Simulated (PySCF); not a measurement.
CH$_{5}$GeNO, singlet, geometry from GFN2-xTB, atoms displaced at random by about 0.03 Å a coordinate.

The PySCF input:
```python
from pyscf import gto, scf

mol = gto.M(
    atom='''
Ge   -0.253055    0.259982    0.691769
O     1.216518   -0.062290   -0.301882
C     1.439533   -0.477494   -1.666217
H     0.680226   -0.132310   -2.378384
H     2.413373   -0.018127   -2.014163
H     1.535491   -1.518230   -1.630445
N    -1.581938   -0.254969   -0.380678
H    -1.482518   -0.661089   -1.358637
H    -2.532996   -0.250043   -0.148920
''',
    basis='6-31g',
    charge=0,
    spin=0,
    verbose=4,
)

mf = scf.RHF(mol)
mf.kernel()
g = mf.nuc_grad_method()
grad = g.kernel()
```

Task: What does this run give for the dipole moment, number of basis functions, total energy, nuclear repulsion energy, HOMO energy, Mulliken (on the basis functions themselves) charges in atom order?

Result: 
```json
{
 "dipole_moment": "3.22 D",
 "number_of_basis_functions": "64",
 "total_energy": "-2245.0740 Eh",
 "nuclear_repulsion_energy": "270.1819 Eh",
 "HOMO energy": "-9.46 eV",
 "Mulliken (on the basis functions themselves) charges in atom order": "Ge1 1.03, O2 -0.94, C3 -0.08, H4 0.12, H5 0.16, H6 0.16, N7 -1.17, H8 0.35, H9 0.36"
}
```
